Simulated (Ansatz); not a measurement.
BeGeH4 (SMILES [BeH][GeH3]) moved off its minimum; all values from Ansatz (a first-principles code), cores frozen in correlated methods.
(charge 0, multiplicity 1)
```xyz
6

Be    -1.6384    -0.8637    -0.1880
H     -2.8988    -1.5586    -0.4927
Ge     0.2208     0.0554    -0.0495
H      1.2769    -0.7089     0.8886
H      0.9133     0.4877    -1.3102
H      0.1874     1.4669     0.8573
```

```csv
level,largest force (eV/Å),on atom,rms difference from CCSD(T)/aug-cc-pVTZ (eV/Å),dipole (D)
HF/def2-TZVPP,4.08,Ge3,0.203,0.68
PBE/def2-TZVPP,2.98,Ge3,0.188,0.25
r2SCAN/def2-TZVPP,3.20,Ge3,0.156,0.30
B3LYP/def2-TZVPP,3.22,Ge3,0.109,0.43
wB97M-V/def2-TZVPP,3.36,Ge3,0.137,0.48
MP2/aug-cc-pVTZ,3.70,Ge3,0.098,0.50
CCSD(T)/aug-cc-pVTZ,3.45,Ge3,0.000,0.43
```

The differences count from one level among others, with limits of its own. Forces at CCSD(T)/aug-cc-pVTZ (eV/Å):

```json
[
 {"atom": "Be1", "Fx": "-2.779", "Fy": "-1.524", "Fz": "-0.685"},
 {"atom": "H2", "Fx": "1.313", "Fy": "0.768", "Fz": "0.451"},
 {"atom": "Ge3", "Fx": "1.745", "Fy": "1.674", "Fz": "2.467"},
 {"atom": "H4", "Fx": "-0.450", "Fy": "0.108", "Fz": "-0.639"},
 {"atom": "H5", "Fx": "0.383", "Fy": "0.080", "Fz": "-0.744"},
 {"atom": "H6", "Fx": "-0.212", "Fy": "-1.106", "Fz": "-0.850"}
]
```
